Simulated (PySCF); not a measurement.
Ligands exchanged one at a time, Ga H-F. Isolated molecules, 0 K electronic values unless said otherwise. Strings in code marks are SMILES.

The numbers are results of PySCF 2.14.0 with PBE0-D3(BJ)/def2-TZVP, not measurements. Delta-SCF ions had no search for a lower state. Excitations are Tamm–Dancoff values on a coarser integration grid. The basis has no diffuse functions, so Rydberg states are missing or too high.

```
species                                 HOMO–LUMO gap (eV)  S1 excitation (TDA) (eV)  vertical ionisation energy (Delta-SCF) (eV)  S1–T1 gap (TDA) (eV)  S1 oscillator strength
--------------------------------------  ------------------  ------------------------  -------------------------------------------  --------------------  ----------------------
0 of 3 H replaced by F (`[GaH3]`)                      [?]                         –                                        11.14                     –                       –
1 of 3 H replaced by F (`[F][GaH2]`)                   [?]                      5.78                                        11.53                  0.47                   0.000
2 of 3 H replaced by F (`[F][GaH][F]`)                 [?]                       [?]                                        12.96                  0.62                   0.045
3 of 3 H replaced by F                                9.42                      7.55                                        14.35                  0.39                   0.000
```

Q: Complete the blanks.

A: 
- 0 of 3 H replaced by F (`[GaH3]`), HOMO–LUMO gap (eV): 6.77
- 1 of 3 H replaced by F (`[F][GaH2]`), HOMO–LUMO gap (eV): 7.35
- 2 of 3 H replaced by F (`[F][GaH][F]`), HOMO–LUMO gap (eV): 9.02
- 2 of 3 H replaced by F (`[F][GaH][F]`), S1 excitation (TDA) (eV): 7.51
